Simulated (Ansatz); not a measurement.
Consider the cleavage of the Sb–Si bond: `[OH][Sb]([F])[SiH3]` + H–F → `[OH][Sb]([F])[F]` + SiH₄.

Isolated molecules relaxed with PBE0-D4/def2-TZVP in Ansatz; ΔE leaves out vibrations. CBS: MP2 limit from def2 TZ/QZ plus the TZ coupled-cluster correction, frozen cores. This one scheme is used for every species. DFT in def2-TZVPP. def2 core potentials past Kr. For Sb outer-core shells are correlated without core-valence functions, which leaves a few kJ/mol of doubt a bond. One conformer a species, not always the lowest.

`[OH][Sb]([F])[SiH3]`:

Z-matrix (Å, degrees):
```
Si
Sb 1 2.614
H 1 1.488 2 110.3
H 1 1.486 2 110.8 3 -121.1
H 1 1.489 2 107.4 3 118.8
F 2 1.928 1 90.4 3 -178.8
O 2 1.950 1 95.0 3 -81.7
H 7 0.962 2 113.5 1 -33.2
```

H–F:

```xyz
2

F    -0.113   -0.386   -0.224
H     0.113    0.386    0.224
```

`[OH][Sb]([F])[F]`:

```xyz
5

O    -0.092    1.344    0.093
Sb    0.109   -0.357    0.961
F    -1.286   -1.242    0.022
F     1.440   -1.039   -0.211
H    -0.171    1.294   -0.866
```

SiH₄:

Z-matrix (Å, degrees):
```
Si
H 1 1.485
H 1 1.485 2 109.5
H 1 1.485 2 109.5 3 -120.0
H 1 1.485 2 109.5 3 120.0
```

| level | ΔE (kJ/mol) |
| --- | --- |
| r2SCAN-D4 | -84.5 |
| PBE0-D4 | -67.2 |
| r2SCANh | -83.1 |
| BHLYP | -92.2 |
| HF/def2-SVP | -81.9 |
| CCSD(T)/def2-TZVPP | -77.1 |
| SCS-MP2/def2-QZVPP | -89.3 |
| MP2/CBS(def2) | -80.2 |

**Question.** What does CCSD(T)/CBS give? (Best estimate.)

**Answer.** The calculation gave: -78.2 kJ/mol. The listed levels differ from it by -6.3, 11.0, -4.9, -14.0, -3.7, 1.1, -11.1, -2.0 kJ/mol.

Largest T1 diagnostic among the species: 0.015.

From r2SCAN to r2SCAN0 (25 % exact exchange), in def2-TZVPP and without D4, ΔE moves by +6.1 kJ/mol. The D4 term adds +8.1 kJ/mol with B3LYP and +4.5 kJ/mol with PBE0; it sums over pairs of atoms, weighted by their polarisabilities, and B3LYP, whose exchange is more repulsive, gets the larger term.

CCSD(T)/CBS has its own doubt, a few kJ/mol and more with outer-core shells, so smaller differences from it don't rank the levels.

B3LYP here is the variant with VWN-RPA as its local correlation; programs differ in this.
